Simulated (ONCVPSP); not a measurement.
zirconium, ONCV: configuration errors across variants

Zr, optimised norm-conserving Vanderbilt (ONCV), made with ONCVPSP 4.0.1 (revPBE, fully relativistic). Core [Ar] 3d10, reference 4s2 4p6 4d2 5s2. Waves: 4s+5s: rc 2.25 bohr, ncon 4, nbas 7, qcut 6.4 1/bohr, 3 projectors, debl 1.4 Ha; 4p: rc 2.15 bohr, ncon 4, nbas 7, qcut 6.4 1/bohr, 3 projectors, debl 2.1 Ha; 4d: rc 2.00 bohr, ncon 4, nbas 8, qcut 4.7 1/bohr, 2 projectors, debl 3.5 Ha. Local part: polynomial inside 1.30 bohr (lpopt 5, dvloc0 1 Ha). Core correction: Teter function fitted to the true core (icmod 2), fcfact 0.2.

Open shells are filled in proportion to 2j + 1.

All-electron excitation energies from the reference (eV): (1) 4s2 4p6 4d2 5s1 7.066; (2) 4s2 4p6 4d2 5s0 19.864; (3) 4s2 4p6 4d1 5s0 42.412; (4) 4s2 4p6 4d3 5s0 7.398.

Errors AE − PS in meV (a dash: test not solved or not reliable):

```csv
change,(1),(2),(3),(4),bound ghosts,GHOST(+) flags above zero
base,-0.9,-5.9,+6.3,-8.2,none,s
"local potential polynomial inside 1.30 bohr (lpopt 5, dvloc0 -3 Ha)",-0.9,-5.8,+6.3,-8.1,none,s
"core correction Teter function fitted to the true core (icmod 2), fcfact 0.8",-1.0,-6.3,+6.1,-9.3,none,s
"local potential polynomial inside 1.30 bohr (lpopt 5, dvloc0 0 Ha)",-0.9,-5.8,+6.3,-8.2,none,s
s: nproj 2,-0.9,-5.7,+6.3,-8.0,none,s
p: nbas 8,-0.9,-5.9,+6.2,-8.2,none,s
p: rc 2.12,-0.9,-5.9,+6.1,-8.3,none,s
s: qcut 7.1,-0.7,-4.6,+6.5,-6.2,none,s
```

Q: Give the same row for: p: rc 2.22.

A: -0.9, -5.8, +6.6, -8.1; bound ghosts: none; GHOST(+) flags above zero: s.
